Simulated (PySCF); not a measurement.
## Name the molecule from its bond curve

A diatomic of charge -1 contains B. Its doublet curve at ROHF-CCSD in a double-zeta basis (scalar-relativistic core potentials, PySCF), in eV from the separated fragments:

R (Å), E (eV) and a bar:
```
    2.902     -0.476 ##########################
    3.031     -0.548 #########
    3.128     -0.574 ##
    3.225     -0.583 
    3.322     -0.579 #
    3.451     -0.559 ######
    3.612     -0.519 ################
    3.805     -0.460 ##############################
```

The fit gives ωe = 193 cm⁻¹ and the rotational constant Bₑ = 0.1650 cm⁻¹.

Problem. Which atom is the partner?

Solution. The minimum lies at 3.238 Å, so the reduced mass is 16.8576 u Å² cm⁻¹/(Bₑ·Re²) = 9.744 u. With B at 11.01 u the partner weighs about 84.7 u: Rb. The molecule is RbB⁻.

Correlated steps freeze 1 core orbital. Spin–orbit coupling is left out. The CCSD T1 diagnostic is raised, a sign that a single reference may not be enough here. The state was picked by a PBE0 search and need not be the measured ground state.
